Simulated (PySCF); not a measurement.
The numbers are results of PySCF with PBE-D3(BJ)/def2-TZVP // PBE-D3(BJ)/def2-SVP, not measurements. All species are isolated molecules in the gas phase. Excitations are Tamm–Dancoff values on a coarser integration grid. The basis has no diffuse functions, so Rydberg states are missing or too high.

Reference species (SMILES): `Fc1c([SiH3])ccc2ccsc12` (neutral, multiplicity 1).

brightest of the four lowest singlets (TDA): 4.13 eV
T1 excitation (TDA): 3.11 eV

Changed species: `Fc1cc2sccc2cc1[SiH3]`.

Task: Give the shifts of the brightest of the four lowest singlets (TDA) and T1 excitation (TDA).

Result: the brightest of the four lowest singlets (TDA) goes up by 0.97 eV, to 5.10 eV; the T1 excitation (TDA) goes up by 0.09 eV, to 3.20 eV.
